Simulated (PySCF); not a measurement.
**Dipole response of Co²⁺ (cobalt, charge +2)**

[Ar] 3d6 4s1, high-spin 6D determinant (an excited configuration). Calculation: PySCF 2.14, in aug-cc-pVTZ-DK (8s7p5d3f2g, 93 functions); scalar relativity by spin-free X2C-1e. Coupled (time-dependent) response in atomic units; α is the mean over directions.

```
method  mean α (bohr³)         α xx, yy, zz  C₆ (like pair)  S(−4)
   UHF           17.74  17.13, 17.13, 18.98           66.38  298.9
   PBE           13.44  13.17, 13.17, 13.96           48.43  152.4
  PBE0           14.33  14.01, 14.01, 14.99           51.88  179.6
```

S(−4) is the Cauchy moment in α(ω) = α(0) + S(−4) ω² + …

α(iu) at UHF:

| u (hartree) | α(iu) (bohr³) |
| --- | --- |
| 0 | 17.74 |
| 0.0500 | 17.03 |
| 0.100 | 15.23 |
| 0.200 | 10.92 |
| 0.300 | 7.718 |
| 0.500 | 4.475 |
| 0.750 | 2.866 |
| 1.00 | 2.117 |
| 1.50 | 1.399 |
| 2.00 | 1.037 |
| 3.00 | 0.6561 |
| 5.00 | 0.3368 |

For an ion, C₆ is the dispersion term alone; charge-induced terms of lower order in 1/R come first.

The components differ because the open shell of this determinant is not spherical; for a pure term their mean is the scalar polarisability.
